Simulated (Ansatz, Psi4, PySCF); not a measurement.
ClTl, singlet, geometry from GFN2-xTB (such geometries of metal compounds can be far from the true shape) (core potentials on Tl). Base run: PBE0/def2-SVP (PySCF).

Input for PySCF:
```python
from pyscf import gto, scf, dft

mol = gto.Mole()
mol.atom = '''
    Tl   -0.000000   -0.000000   -0.449804
    Cl    0.000000    0.000000    2.143186
'''
mol.basis = 'def2-svp'
mol.ecp = {'Tl': 'def2-svp'}
mol.charge = 0
mol.spin = 0
mol.verbose = 4
mol.build()

mf = dft.RKS(mol)
mf.xc = 'pbe0'
mf.kernel()
```

The same geometry, method and basis name were run in Ansatz (a first-principles code) and Psi4 and PySCF, at each program's defaults and at the settings that a row names. The base is PySCF at its defaults. Differences at the defaults can come from grids, fitting, cores and function types together.

| code and settings | ΔE vs base (µEh) | basis functions | E (Eh) | SCF cycles | dipole (D) |
|---|---|---|---|---|---|
| PySCF, defaults (exact integrals, its default grid, spherical functions) | 0.0 | 44 | -632.49201 | 9 | 4.64 |
| Psi4, defaults (density fitting with its default set, its default grid, spherical functions) | -1.4 | 44 | -632.49201 | 8 | 4.64 |
| Ansatz, defaults (factorised integrals, its default grid, spherical functions) | -0.3 | 44 | -632.49201 | - | - |
| PySCF, density fitting with def2-universal-jkfit | 3.6 | 44 | -632.49200 | 9 | 4.64 |
| PySCF, fine grid | -2.8 | 44 | -632.49201 | 9 | 4.64 |
| Psi4, exact integrals, spherical functions, fine grid | -2.3 | 44 | -632.49201 | 10 | 4.64 |
| Ansatz, high accuracy | -1.5 | 44 | -632.49201 | - | - |
